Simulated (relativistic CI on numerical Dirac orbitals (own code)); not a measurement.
Method of calculation: Dirac-Coulomb-Breit CI, orbitals from a KLI potential per configuration, model QED (radiative potential, 1s self-energy scaled to tabulated hydrogen-like ionisation energies), unscaled Slater integrals (own radial code, finite nucleus).

The strongest absorption lines from the ground level of an ion, among the configurations computed and to levels below about 203 eV (vacuum wavelength in nm, gf): 7.7889 (0.54), 7.8365 (0.22), 7.8560 (0.44), 7.8931 (0.79), 8.0352 (0.32), 8.2112 (0.65), 8.2471 (0.41), 8.2933 (0.22).

Which ion is it?
A. Nb18+
B. Rh22+
C. Nb20+
D. Nb16+

A. Nb18+ has 23 electrons and the ground level 3s2 3p6 3d5 6S_5/2; the strongest line goes to 3s2 3p5 3d6 6P°_7/2. The pattern of lines fixes the number of electrons, and along that sequence the line energies rise steadily with the charge (about as its square where n changes within one kind of shell, about linearly where n is kept but much faster in heavy ions where fine structure, which grows about as Z⁴, sets the gap, and irregularly where shells cross), which fixes Z. Configurations outside the model, such as inner-shell arrays, can give stronger lines. At this charge energies of transitions that change n are usually good to better than 1 %, and those within a shell (Δn = 0) to a few per cent. Terms inside the open d or f shell come out 10 to 20 % too wide with unscaled integrals.

LS names give the leading component of a level, which can be under half, so a name can repeat, a term be missing and a line seem to break the LS rules.
